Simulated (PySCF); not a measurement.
H8SeSi3, SMILES [SiH3][SiH2][SiH2][SeH], GFN2-xTB optimised geometry.

```
12

Si     2.00     0.97    -0.93
Si     1.01    -0.92     0.00
Si    -1.32    -0.92     0.00
Se    -1.95     1.32     0.00
H      2.09     0.85    -2.38
H      1.21     2.16    -0.62
H      3.35     1.19    -0.42
H      1.39    -2.16    -0.68
H      1.43    -1.13     1.39
H     -2.04    -1.47     1.15
H     -2.00    -1.46    -1.18
H     -3.35     1.08     0.10
```

Density from PBE/def2-TZVP (PySCF) at that geometry.

Minimum of the electron density along straight lines between bonded atoms, close to the bond critical point (lines longer than 1.1 times the sum of covalent radii, or with two minima, are not listed):

| bond | length / Å | ρ at the minimum / e bohr⁻³ | ∇²ρ there / e bohr⁻⁵ | position (fraction from the first atom) |
|---|---|---|---|---|
| Si1–Si2 | 2.325 | 0.092 | -0.16 | 0.48 |
| Si2–Si3 | 2.327 | 0.091 | -0.16 | 0.45 |
| Si3–Se4 | 2.320 | (withheld) | (withheld) | 0.36 |
| Si1–H5 | 1.464 | 0.122 | 0.18 | 0.50 |
| Si1–H6 | 1.463 | 0.123 | 0.18 | 0.50 |
| Si1–H7 | 1.464 | 0.122 | 0.18 | 0.50 |
| Si2–H8 | 1.472 | 0.120 | 0.17 | 0.50 |
| Si2–H9 | 1.472 | 0.120 | 0.17 | 0.50 |
| Si3–H10 | 1.465 | 0.123 | 0.17 | 0.50 |
| Si3–H11 | 1.466 | 0.123 | 0.17 | 0.50 |
| Se4–H12 | 1.427 | 0.187 | (withheld) | 0.63 |

### Question
Some entries are withheld; supply them.

### Answer

- Si3–Se4, ρ at the minimum / e bohr⁻³: 0.084
- Si3–Se4, ∇²ρ there / e bohr⁻⁵: -0.03
- Se4–H12, ∇²ρ there / e bohr⁻⁵: -0.31
